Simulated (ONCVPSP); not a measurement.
Cutoff test, boron (B), ONCV

| Quantity | Value |
| --- | --- |
| Element | B (Z = 5) |
| Generator | ONCVPSP 4.0.1 |
| Type | optimised norm-conserving Vanderbilt (ONCV) |
| Functional | PBE |
| Relativity | scalar-relativistic |
| Frozen core | [He] |
| Valence charge | 3 |
| Reference configuration | 2s1.5 2p1.5 |
| Partial waves | 2s: rc 1.50 bohr, ncon 4, nbas 7, qcut 4.9 1/bohr, 2 projectors, debl 3.4 Ha; 2p: rc 3.25 bohr, ncon 3, nbas 6, qcut 3.7 1/bohr, 2 projectors, debl 1 Ha; d scattering state at 0.03 Ha: rc 2.75 bohr, ncon 5, nbas 8, qcut 3.2 1/bohr, 1 projector |
| Local potential | polynomial inside 1.45 bohr (lpopt 5, dvloc0 3 Ha) |
| Core correction | Teter function, fcfact 4.75, rcfact 1.45 |

Q: For each optimised wave give the share of its norm inside rc, the residual kinetic energy above qcut (Ha) and the cutoffs (Ha) for errors of 10, 1, 0.1 and 0.01 mHa per electron.

A:

```
         wave  norm inside rc  residual KE  10 mHa  1 mHa  0.1 mHa  0.01 mHa
           2s           0.343      4.6e-04     6.2   10.6     29.2      51.6
s projector 2           0.108      3.7e-03    10.5   14.7     48.1      64.1
           2p           0.818      5.2e-06     3.5    4.8      5.7       7.2
p projector 2           0.353      2.7e-04     4.9    6.3      9.3      19.5
d projector 1           0.001      3.7e-07     0.0    0.2      0.7       2.2
```

The occupied waves need 11 Ha and 29 Ha for 1 and 0.1 mHa. Rows with under 1 % of the norm inside rc give no meaningful cutoff. Its largest configuration-test error is +724 meV.
